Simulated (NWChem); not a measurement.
System: MgO; SMILES [Mg]=[O]

Input file for NWChem:

```
start job
memory heap 200 mb stack 900 mb global 1100 mb
geometry units angstroms noautosym nocenter noautoz
  Mg     0.000000     0.000000    -0.707128
  O      0.000000     0.000000     1.035598
end
basis spherical
  Mg library def2-svp
  O library def2-svp
end
dft
  xc hfexch
  iterations 150
end
tddft
  cis
  nroots 6
  notriplet
end
task tddft energy
```

Excerpt of the output:

```
             Northwest Computational Chemistry Package (NWChem) 7.3.0
             --------------------------------------------------------

                             Geometry "geometry" -> ""
                             -------------------------

 Output coordinates in angstroms (scale by  1.889725989 to convert to a.u.)

  No.       Tag          Charge          X              Y              Z
 ---- ---------------- ---------- -------------- -------------- --------------
    1 Mg                  12.0000     0.00000000     0.00000000    -0.70712800
    2 O                    8.0000     0.00000000     0.00000000     1.03559800

 Effective nuclear repulsion energy (a.u.)      29.1503173212

  xc_inp: hfexch multiplicative factor not found.

                                 NWChem DFT Module
                                 -----------------

 Summary of "ao basis" -> "ao basis" (spherical)
 ------------------------------------------------------------------------------
       Tag                 Description            Shells   Functions and Types
 ---------------- ------------------------------  ------  ---------------------
 Mg                         def2-svp                 8       18   4s3p1d
 O                          def2-svp                 6       14   3s2p1d

            General Information
            -------------------
          SCF calculation type: DFT
          Wavefunction type:  closed shell.
          No. of atoms     :     2
          No. of electrons :    20
           Alpha electrons :    10
            Beta electrons :    10
          Charge           :     0
          Spin multiplicity:     1
          Use of symmetry is: off; symmetry adaption is: off
          Maximum number of iterations: 150
          AO basis - number of functions:    32
                     number of shells:    14
          Convergence on energy requested:  1.00D-06
          Convergence on density requested:  1.00D-05
          Convergence on gradient requested:  5.00D-04

              XC Information
              --------------
                     Hartree-Fock (Exact) Exchange  1.000

      Superposition of Atomic Density Guess
      -------------------------------------

 Sum of atomic energies:        -274.22596458

      Non-variational initial energy
      ------------------------------

 Total energy =    -274.023481
 1-e energy   =    -440.131828
 2-e energy   =     136.958029
 HOMO         =      -0.446566
 LUMO         =      -0.173962

   convergence    iter        energy       DeltaE   RMS-Dens  Diis-err
 ---------------- ----- ----------------- --------- --------- ---------
 d= 0,ls=0.0,diis     1   -273.9666321039 -3.03D+02  7.30D-02  1.65D+00
 d= 0,ls=0.0,diis     2   -272.4620175239  1.50D+00  5.73D-02  1.19D+01
 d= 0,ls=0.0,diis     3   -274.1973738076 -1.74D+00  6.87D-03  1.26D-02
 d= 0,ls=0.0,diis     4   -274.2012860557 -3.91D-03  2.21D-03  4.43D-03
 d= 0,ls=0.0,diis     5   -274.2020856286 -8.00D-04  1.71D-03  1.47D-03
  Resetting Diis
 d= 0,ls=0.0,diis     6   -274.2026029425 -5.17D-04  2.20D-03  2.92D-04
 d= 0,ls=0.0,diis     7   -274.2029285361 -3.26D-04  2.53D-04  4.88D-05
 d= 0,ls=0.0,diis     8   -274.2029465118 -1.80D-05  2.08D-04  3.79D-05
 d= 0,ls=0.0,diis     9   -274.2029573398 -1.08D-05  7.77D-04  1.94D-05
 d= 0,ls=0.0,diis    10   -274.2029860056 -2.87D-05  1.86D-04  1.43D-06
 d= 0,ls=0.0,diis    11   -274.2029874505 -1.44D-06  3.26D-05  3.81D-08
 d= 0,ls=0.0,diis    12   -274.2029874926 -4.22D-08  3.77D-06  7.88D-10

         Total DFT energy =     -274.202987492632
      One electron energy =     -441.924119927298
           Coulomb energy =      162.767452463871
    Exchange-Corr. energy =      -24.196637350442
 Nuclear repulsion energy =       29.150317321238

 Numeric. integr. density =        0.000000000000

                       DFT Final Molecular Orbital Analysis
                       ------------------------------------

 Vector    8  Occ=2.000000D+00  E=-3.556278D-01
              MO Center= -4.9D-16,  6.5D-16,  9.4D-01, r^2= 9.2D-01
   Bfn.  Coefficient  Atom+Function         Bfn.  Coefficient  Atom+Function
  ----- ------------  ---------------      ----- ------------  ---------------
    23      0.586043  2 O  py                26      0.453786  2 O  py
    12      0.124648  1 Mg py                 9      0.099548  1 Mg py
    15      0.097407  1 Mg d -1               6      0.066513  1 Mg py

 Vector    9  Occ=2.000000D+00  E=-3.556278D-01
              MO Center= -1.4D-15, -1.6D-14,  9.4D-01, r^2= 9.2D-01
   Bfn.  Coefficient  Atom+Function         Bfn.  Coefficient  Atom+Function
  ----- ------------  ---------------      ----- ------------  ---------------
    22      0.586043  2 O  px                25      0.453786  2 O  px
    11      0.124648  1 Mg px                 8      0.099548  1 Mg px
    17     -0.097407  1 Mg d  1               5      0.066513  1 Mg px

 Vector   10  Occ=2.000000D+00  E=-3.167854D-01
              MO Center=  1.1D-14, -6.4D-15,  4.7D-01, r^2= 2.1D+00
   Bfn.  Coefficient  Atom+Function         Bfn.  Coefficient  Atom+Function
  ----- ------------  ---------------      ----- ------------  ---------------
     3      0.569406  1 Mg s                 24     -0.466054  2 O  pz
    27     -0.399759  2 O  pz                 2      0.273862  1 Mg s
    20     -0.122997  2 O  s                 13     -0.118884  1 Mg pz
    21     -0.091028  2 O  s                  7      0.062376  1 Mg pz
    19     -0.050524  2 O  s                 16     -0.046340  1 Mg d  0

 Vector   11  Occ=0.000000D+00  E=-4.813700D-02
              MO Center= -8.1D-15,  1.7D-14, -1.4D+00, r^2= 5.0D+00
   Bfn.  Coefficient  Atom+Function         Bfn.  Coefficient  Atom+Function
  ----- ------------  ---------------      ----- ------------  ---------------
     4      0.706679  1 Mg s                 13     -0.399729  1 Mg pz
    24      0.267523  2 O  pz                27      0.242160  2 O  pz
    10     -0.162259  1 Mg pz                 7     -0.139823  1 Mg pz
     2      0.113577  1 Mg s                 16      0.081441  1 Mg d  0
     3      0.059945  1 Mg s

 Vector   12  Occ=0.000000D+00  E= 5.885470D-02
              MO Center=  4.5D-15,  7.4D-15, -1.2D+00, r^2= 5.7D+00
   Bfn.  Coefficient  Atom+Function         Bfn.  Coefficient  Atom+Function
  ----- ------------  ---------------      ----- ------------  ---------------
    11      0.858163  1 Mg px                17      0.298359  1 Mg d  1
    12      0.268926  1 Mg py                22     -0.126698  2 O  px
    25     -0.105789  2 O  px                 5      0.098828  1 Mg px
    15     -0.093498  1 Mg d -1               8      0.069991  1 Mg px
    23     -0.039704  2 O  py                26     -0.033152  2 O  py

[...]

                                NWChem TDDFT Module
                                -------------------

            General Information
            -------------------
           No. of orbitals :      64
            Alpha orbitals :      32
             Beta orbitals :      32
        Alpha frozen cores :       0
         Beta frozen cores :       0
     Alpha frozen virtuals :       0
      Beta frozen virtuals :       0
         Spin multiplicity :       1
    Number of AO functions :      32
        Use of symmetry is : off
      Symmetry adaption is : off
         Schwarz screening :  0.10D-07

              XC Information
              --------------
              Hartree-Fock (Exact) Exchange   1.00

             TDDFT Information
             -----------------
          Calculation type : CIS
         Wavefunction type : Restricted singlets
          No. of electrons :      20
           Alpha electrons :      10
            Beta electrons :      10
              No. of roots :       6
          Max subspacesize :    5200
            Max iterations :     100
               Target root :       1
           Target symmetry : none
      Symmetry restriction : off
                 Algorithm : Optimal
        Davidson threshold :  0.10D-03

    6 smallest eigenvalue differences (eV)
--------------------------------------------------------
  No. Spin  Occ  Vir  Irrep   E(Occ)    E(Vir)   E(Diff)
--------------------------------------------------------
    1    1   10   11 a        -0.317    -0.048     7.310
    2    1    9   11 a        -0.356    -0.048     8.367
    3    1    8   11 a        -0.356    -0.048     8.367
    4    1   10   12 a        -0.317     0.059    10.222
    5    1   10   13 a        -0.317     0.059    10.222
    6    1    9   12 a        -0.356     0.059    11.279
--------------------------------------------------------

  Entering Davidson iterations
  Restricted singlet excited states

  Iter   NTrls   NConv    DeltaV     DeltaE      Time
  ----  ------  ------  ---------  ---------  ---------
    1      6       0     0.20E+00   0.10+100        0.3
    2     12       0     0.58E-01   0.56E-01        0.2
    3     18       0     0.47E-01   0.12E-01        0.2
    4     24       0     0.11E-01   0.32E-02        0.2
    5     30       2     0.42E-02   0.58E-04        0.2
    6     34       4     0.51E-02   0.16E-04        0.2
    7     36       5     0.51E-01   0.70E-03        0.2
    8     37       5     0.19E-01   0.16E-02        0.2
    9     38       5     0.66E-02   0.15E-03        0.2
   10     39       5     0.14E-02   0.12E-04        0.2
   11     40       5     0.37E-03   0.51E-06        0.2
   12     41       6     0.80E-04   0.23E-07        0.2
  ----  ------  ------  ---------  ---------  ---------
  Convergence criterion met

  Ground state a        -274.202987492632 a.u.

  ----------------------------------------------------------------------------
  Root   1 singlet a              0.026331886 a.u.                0.7165 eV
  ----------------------------------------------------------------------------
     Transition Moments    X  0.38539   Y  0.12269   Z -0.00000
     Dipole Oscillator Strength                    0.0028714821
     Electric Quadrupole                           0.0000000000
     Magnetic Dipole                               0.0000000288
     Total Oscillator Strength                     0.0028715109

     Occ.    8  a   ---  Virt.   11  a       -0.24565
     Occ.    8  a   ---  Virt.   15  a       -0.08755
     Occ.    9  a   ---  Virt.   11  a       -0.89775
     Occ.    9  a   ---  Virt.   14  a       -0.08485
     Occ.    9  a   ---  Virt.   15  a       -0.31998
     Occ.    9  a   ---  Virt.   23  a       -0.08885
     Occ.    9  a   ---  Virt.   24  a        0.05645
  ----------------------------------------------------------------------------
  Root   2 singlet a              0.026331886 a.u.                0.7165 eV
  ----------------------------------------------------------------------------
     Transition Moments    X  0.12269   Y -0.38539   Z -0.00000
     Dipole Oscillator Strength                    0.0028714821
     Electric Quadrupole                           0.0000000000
     Magnetic Dipole                               0.0000000288
     Total Oscillator Strength                     0.0028715109

     Occ.    8  a   ---  Virt.   11  a        0.89775
     Occ.    8  a   ---  Virt.   14  a        0.08485
     Occ.    8  a   ---  Virt.   15  a        0.31998
     Occ.    8  a   ---  Virt.   23  a        0.08885
     Occ.    8  a   ---  Virt.   24  a       -0.05645
     Occ.    9  a   ---  Virt.   11  a       -0.24565
     Occ.    9  a   ---  Virt.   15  a       -0.08755
  ----------------------------------------------------------------------------
  Root   3 singlet a              0.102939957 a.u.                2.8011 eV
  ----------------------------------------------------------------------------
     Transition Moments    X  0.00000   Y -0.00000   Z -1.89266
     Dipole Oscillator Strength                    0.2458321265
     Electric Quadrupole                           0.0000000071
     Magnetic Dipole                               0.0000000000
     Total Oscillator Strength                     0.2458321336

     Occ.    8  a   ---  Virt.   12  a        0.07048
     Occ.    8  a   ---  Virt.   13  a        0.26223
     Occ.    8  a   ---  Virt.   18  a        0.11424
     Occ.    8  a   ---  Virt.   21  a        0.10027
     Occ.    9  a   ---  Virt.   12  a        0.26224
     Occ.    9  a   ---  Virt.   13  a       -0.07048
     Occ.    9  a   ---  Virt.   19  a       -0.11423
     Occ.    9  a   ---  Virt.   22  a        0.10028
     Occ.   10  a   ---  Virt.   11  a       -0.87497
     Occ.   10  a   ---  Virt.   14  a       -0.07943
     Occ.   10  a   ---  Virt.   15  a       -0.16858
  ----------------------------------------------------------------------------
  Root   4 singlet a              0.190319550 a.u.                5.1789 eV
  ----------------------------------------------------------------------------
     Transition Moments    X  1.25457   Y  0.16664   Z -0.00000
     Dipole Oscillator Strength                    0.2032236191
     Electric Quadrupole                           0.0000002811
     Magnetic Dipole                               0.0000000188
     Total Oscillator Strength                     0.2032239189

     Occ.    9  a   ---  Virt.   14  a        0.06213
     Occ.   10  a   ---  Virt.   12  a       -0.96940
     Occ.   10  a   ---  Virt.   13  a        0.16803
     Occ.   10  a   ---  Virt.   19  a        0.09695
     Occ.   10  a   ---  Virt.   22  a       -0.11448
  ----------------------------------------------------------------------------
  Root   5 singlet a              0.190319550 a.u.                5.1789 eV
  ----------------------------------------------------------------------------
     Transition Moments    X  0.16664   Y -1.25457   Z -0.00000
     Dipole Oscillator Strength                    0.2032236191
     Electric Quadrupole                           0.0000002811
     Magnetic Dipole                               0.0000000188
     Total Oscillator Strength                     0.2032239189

     Occ.    8  a   ---  Virt.   14  a       -0.06213
     Occ.   10  a   ---  Virt.   12  a        0.16803
     Occ.   10  a   ---  Virt.   13  a        0.96940
     Occ.   10  a   ---  Virt.   18  a        0.09695
     Occ.   10  a   ---  Virt.   21  a        0.11448
  ----------------------------------------------------------------------------
  Root   6 singlet a              0.209236061 a.u.                5.6936 eV
  ----------------------------------------------------------------------------
     Transition Moments    X -0.00000   Y -0.00000   Z  0.00001
     Dipole Oscillator Strength                    0.0000000000
     Electric Quadrupole                           0.0000000000
     Magnetic Dipole                               0.0000000000
     Total Oscillator Strength                     0.0000000000

     Occ.    8  a   ---  Virt.   12  a        0.65913
     Occ.    8  a   ---  Virt.   13  a       -0.17715
     Occ.    8  a   ---  Virt.   19  a       -0.12224
     Occ.    8  a   ---  Virt.   22  a        0.13400
     Occ.    9  a   ---  Virt.   12  a       -0.17716
     Occ.    9  a   ---  Virt.   13  a       -0.65913
     Occ.    9  a   ---  Virt.   18  a       -0.12223
     Occ.    9  a   ---  Virt.   21  a       -0.13400

              Target root =      1
          Target symmetry = none
      Ground state energy =   -274.202987492632
        Excitation energy =      0.026331886361
     Excited state energy =   -274.176655606271

  stored tddft:energy   -274.17665560627063
```

Level: Hartree-Fock/def2-SVP, CIS. All runs use the structure optimised with B3LYP/6-31G* (spherical d).
